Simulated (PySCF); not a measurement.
B3LYP has the VWN-RPA correlation part, as in Gaussian. 

**H₂B, SMILES `[BH2]` (charge 0, multiplicity 2)**

Calculation: B3LYP-D3(BJ)/def2-TZVP run with PySCF.

The highest occupied spin orbital comes out as -5.87 eV. The dipole moment is 0.49 D, the total energy comes out as -706.06 eV and the cost is very roughly 11 core-seconds.

Bonded distances (Å): B1–H2 1.187, B1–H3 1.187. Bond angles (°): H2–B1–H3 129.5.
Charge 0, spin multiplicity 2.
